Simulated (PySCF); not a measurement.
Job file and geometry (Å, from GFN2-xTB) of a spin–spin coupling run on C$_{3}$H$_{12}$BNO, B3LYP/pcJ-1 indirect spin-spin coupling, non-relativistic, gas phase (PySCF 2.14.0, density-fitted response routines); density fitting, a coarse starting grid and PySCF grid level 2 are the driver's defaults:

```
{"job": {"kind": "j", "xc": "B3LYP", "basis": "pcJ-1"}, "charge": 0, "multiplicity": 1}
C      2.103432     0.165501    -0.730235
N      1.428312    -1.020645    -0.256482
B      1.026722    -1.305553     1.026366
O     -1.236900     0.829730    -1.238454
C     -1.957033    -0.370140    -1.113474
C     -1.193565     1.561285    -0.038903
H      3.044685    -0.093644    -1.223716
H      2.318926     0.817393     0.113428
H      1.473161     0.704365    -1.442542
H      1.227188    -1.658261    -1.013936
H      0.460244    -2.312359     1.232269
H      1.256409    -0.538530     1.883943
H     -1.916337    -0.863158    -2.082842
H     -3.004371    -0.177339    -0.848677
H     -1.512429    -1.018741    -0.348824
H     -2.202514     1.835428     0.294859
H     -0.623261     2.465167    -0.243530
H     -0.701429     0.985818     0.754334
```

Question: Write the output of this run.

Answer: 
```
coarse grid: 13936 points
cycle   1  E = -276.2582943604  dE =  2.235e-01  |g| = 6.514e-01  |ddm| = 2.957e+00
cycle   2  E = -276.1629047472  dE =  9.539e-02  |g| = 9.829e-01  |ddm| = 1.363e+00
cycle   3  E = -276.3420009131  dE = -1.791e-01  |g| = 1.194e-01  |ddm| = 9.194e-01
cycle   4  E = -276.3446566628  dE = -2.656e-03  |g| = 3.625e-02  |ddm| = 9.793e-02
cycle   5  E = -276.3449637424  dE = -3.071e-04  |g| = 7.961e-03  |ddm| = 2.918e-02
cycle   6  E = -276.3449751685  dE = -1.143e-05  |g| = 2.627e-03  |ddm| = 6.474e-03
cycle   7  E = -276.3449766094  dE = -1.441e-06  |g| = 7.390e-04  |ddm| = 2.096e-03
final grid: 131496 points
cycle   8  E = -276.4000329924  dE = -1.312e-04  |g| = 9.528e-03  |ddm| = 2.051e-02
cycle   9  E = -276.4000125288  dE =  2.046e-05  |g| = 1.378e-02  |ddm| = 1.317e-02
cycle  10  E = -276.4000514336  dE = -3.890e-05  |g| = 1.589e-03  |ddm| = 8.069e-03
cycle  11  E = -276.4000519235  dE = -4.899e-07  |g| = 5.316e-04  |ddm| = 1.342e-03
cycle  12  E = -276.4000519818  dE = -5.826e-08  |g| = 9.418e-05  |ddm| = 3.304e-04
cycle  13  E = -276.4000519835  dE = -1.736e-09  |g| = 3.075e-05  |ddm| = 8.364e-05
cycle  14  E = -276.4000519836  dE = -1.478e-10  |g| = 8.783e-06  |ddm| = 2.371e-05
converged SCF energy = -276.4000519836

Indirect spin-spin couplings (Hz)
  i      j    bonds     total        FC       PSO       DSO        SD
  0 C    1 N    1    -10.744    -9.892    -0.044    -0.075    -0.733
  0 C    2 B    2      1.186     1.478    -0.181    -0.116     0.005
  0 C    3 O    3     -0.904    -0.921     0.037    -0.020         -
  0 C    6 H    1    138.105   136.674     0.774     0.657         -
  0 C    7 H    1    140.080   138.763     0.619     0.698         -
  0 C    8 H    1    143.231   141.937     0.583     0.710         -
  0 C    9 H    2      1.265     1.234     0.495    -0.464         -
  0 C   10 H    3     11.148    11.221     0.375    -0.448         -
  0 C   11 H    3      8.570     8.655    -0.032    -0.053         -
  1 N    2 B    1    -30.935   -33.846     3.612    -0.077    -0.624
  1 N    3 O    2      0.063     0.062    -0.005     0.009    -0.002
  1 N    4 C    3     -0.172    -0.184     0.025    -0.012    -0.001
  1 N    5 C    3     -0.088    -0.071    -0.005    -0.006    -0.005
  1 N    6 H    2      0.957     1.083    -0.220     0.102    -0.007
  1 N    7 H    2     -0.171    -0.053    -0.170     0.080    -0.027
  1 N    8 H    2      1.314     1.433    -0.200     0.079     0.002
  1 N    9 H    1    -82.032   -78.795    -2.553    -0.341    -0.344
  1 N   10 H    2     -2.941    -3.531     0.526     0.084    -0.021
  1 N   11 H    2     -1.826    -2.480     0.582     0.081    -0.009
  1 N   14 H    4     -0.203    -0.146     0.124    -0.145    -0.036
  2 B    3 O    1     -0.073    -0.055    -0.007    -0.001    -0.010
  2 B    4 C    2      0.198     0.193    -0.019     0.020     0.004
  2 B    5 C    2      0.307     0.298    -0.020     0.025     0.004
  2 B    6 H    3      3.590     3.728     0.500    -0.618    -0.021
  2 B    7 H    3      5.022     5.377    -0.266    -0.033    -0.056
  2 B    8 H    3      3.059     3.197     0.429    -0.551    -0.016
  2 B    9 H    2      0.526     1.969    -0.323    -0.974    -0.146
  2 B   10 H    1    132.049   132.059    -1.023     0.676     0.337
  2 B   11 H    1    132.617   132.657    -1.088     0.712     0.336
  2 B   12 H    3      0.010     0.009     0.115    -0.126     0.011
  2 B   13 H    3      0.029     0.018     0.162    -0.154     0.002
  2 B   14 H    3      0.142     0.038    -0.410     0.517    -0.002
  2 B   15 H    3      0.077     0.067     0.152    -0.142    -0.001
  2 B   16 H    3     -0.022    -0.017     0.101    -0.111     0.004
  2 B   17 H    3      0.165     0.061    -0.431     0.553    -0.019
  3 O    4 C    1     23.127    23.477    -0.246    -0.103         -
  3 O    5 C    1     23.129    23.464    -0.231    -0.104         -
  3 O    9 H    3      0.037     0.018     0.068    -0.048         -
  3 O   10 H    2     -0.010    -0.011    -0.040     0.041         -
  3 O   11 H    2     -0.028    -0.034    -0.023     0.029         -
  3 O   12 H    2    -13.283   -12.646    -0.723     0.086         -
  3 O   13 H    2     -3.104    -2.470    -0.802     0.168         -
  3 O   14 H    2     -2.973    -2.358    -0.761     0.145         -
  3 O   15 H    2     -3.016    -2.378    -0.806     0.168         -
  3 O   16 H    2    -13.302   -12.664    -0.721     0.083         -
  3 O   17 H    2     -3.017    -2.393    -0.765     0.142         -
  4 C    5 C    2     -2.054    -1.701    -0.299    -0.054         -
  4 C    6 H    5      0.175     0.190     0.183    -0.198         -
  4 C    8 H    5      0.226     0.224    -0.020     0.023         -
  4 C   10 H    3      0.688     0.702    -0.085     0.070         -
  4 C   11 H    3     -0.004     0.011     0.052    -0.067         -
  4 C   12 H    1    147.570   146.564     0.260     0.746         -
  4 C   13 H    1    141.820   140.760     0.292     0.769         -
  4 C   14 H    1    144.848   143.843     0.187     0.819         -
  4 C   15 H    3      2.718     2.753     0.046    -0.080         -
  4 C   16 H    3     13.357    13.424     0.586    -0.653         -
  4 C   17 H    3      2.371     2.413     0.005    -0.047         -
  5 C    7 H    5      0.152     0.157    -0.134     0.129         -
  5 C   10 H    3      0.016     0.029     0.042    -0.055         -
  5 C   11 H    3      1.022     1.034    -0.113     0.102         -
  5 C   12 H    3     13.447    13.515     0.586    -0.654         -
  5 C   13 H    3      2.517     2.554     0.051    -0.088         -
  5 C   14 H    3      2.603     2.641     0.000    -0.038         -
  5 C   15 H    1    142.241   141.184     0.285     0.772         -
  5 C   16 H    1    148.091   147.095     0.242     0.754         -
  5 C   17 H    1    144.452   143.434     0.191     0.827         -
  6 H    7 H    2    -13.438   -13.459     2.672    -2.650         -
  6 H    8 H    2    -12.676   -12.757     2.651    -2.569         -
  6 H    9 H    3      2.990     3.132     0.713    -0.854         -
  6 H   10 H    4     -1.067    -0.955     1.372    -1.484         -
  6 H   11 H    4     -1.117    -0.975     1.081    -1.223         -
  7 H    8 H    2    -13.599   -13.646     2.517    -2.470         -
  7 H    9 H    3     14.584    14.661     3.668    -3.745         -
  7 H   10 H    4     -0.462    -0.309     1.221    -1.375         -
  7 H   11 H    4     -0.374    -0.395    -1.353     1.375         -
  8 H    9 H    3      2.723     2.857     0.606    -0.739         -
  8 H   10 H    4     -1.380    -1.263     1.293    -1.410         -
  8 H   11 H    4     -1.224    -1.086     0.918    -1.056         -
  8 H   16 H    6      0.168     0.082    -1.248     1.334         -
  9 H   10 H    3      7.684     8.043     0.092    -0.450         -
  9 H   11 H    3     12.850    13.234     2.813    -3.197         -
 10 H   11 H    2      7.895     7.907     2.015    -2.028         -
 12 H   13 H    2    -11.617   -11.602     2.575    -2.590         -
 12 H   14 H    2    -11.337   -11.343     2.473    -2.467         -
 12 H   15 H    4     -0.569    -0.398     1.785    -1.956         -
 12 H   16 H    4      1.421     1.542     2.001    -2.121         -
 12 H   17 H    4     -0.535    -0.365     1.692    -1.862         -
 13 H   14 H    2     -8.638    -8.677     2.374    -2.335         -
 13 H   15 H    4      0.328     0.314    -1.250     1.263         -
 13 H   16 H    4     -0.554    -0.384     1.761    -1.932         -
 13 H   17 H    4      0.813     0.940     0.684    -0.811         -
 14 H   15 H    4      0.792     0.915     0.613    -0.735         -
 14 H   16 H    4     -0.543    -0.375     1.710    -1.878         -
 14 H   17 H    4      0.312     0.271    -1.576     1.617         -
 15 H   16 H    2    -11.537   -11.523     2.562    -2.575         -
 15 H   17 H    2     -8.628    -8.669     2.363    -2.322         -
 16 H   17 H    2    -11.432   -11.441     2.433    -2.423         -
```

Size and cost of the density-fitted run: 282 basis functions, 120 s wall time on 1 thread of an Arm Neoverse N1, shared host.
